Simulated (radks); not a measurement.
Question: The mean radii <r> (bohr) of the occupied orbitals of an atom or ion are listed with their occupations. Method: scalar-relativistic Kohn-Sham, PBE, spin-polarised, spherical densities, point nucleus; computed with a radial shooting solver on a logarithmic mesh with Libxc functionals.

orbital  occ.      <r>
1s          2  0.03707
2s          2   0.1626
2p          6   0.1417
3s          2   0.4583
3p          6   0.4619
3d         10   0.4520
4s          2    1.189
4p          6    1.315

Name the element and its charge. Open shells, if any, are filled with parallel spins first.

Answer: Z = 40, zirconium, charge +4: Zr4+ in [Kr]. The 1s radius gives Z: for a bare nucleus <r> = (2 gamma + 1)/(2Z) with gamma = sqrt(1 - (Z/c)^2), 0.03641 bohr for Z = 40, and screening makes it slightly larger (0.03707 here). The occupations add up to 36, and the charge is Z minus that.
